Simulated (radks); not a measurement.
Question: Successive ionisation energies (eV) of one element, from differences of total energies of ions in their ground configurations, starting at charge 0: 7.836, 16.862, 31.187, 55.059, 76.284, 99.512, 124.54, 151.21, 234.26. All-electron calculation, scalar-relativistic Kohn-Sham, PBE, spin-polarised, spherical densities, finite nucleus; open shells are filled with parallel spins first; Fermi nuclear charge, rms radius 3.7377 fm. Program: a radial shooting solver on a logarithmic mesh with Libxc functionals. Which element is it?

Answer: Iron (Z = 26). The first species listed is Fe in [Ar] 3d6 4s2, the last Fe8+ in [Ar].
